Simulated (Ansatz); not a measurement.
Species: CH4SSi, SMILES `C=[SiH]S` (C–Si–S–H torsion 0°) (charge 0, multiplicity 1).

Give a relaxed geometry from PBE0-D3(BJ)/def2-TZVP (Ansatz, a program for electronic structure).

This is not unique; one that fits is the end point of this relaxation, one of several conformers (outside a Z-matrix the atoms follow the SMILES, hydrogens last).
Z-matrix (Å, degrees):
```
Si
C 1 1.6941
H 2 1.0825 1 124.08
H 2 1.0840 3 116.39 1 179.99
H 1 1.4755 2 124.25 3 -179.99
S 1 2.1100 5 108.85 2 -180.00
H 6 1.3446 1 93.58 5 -179.96
```
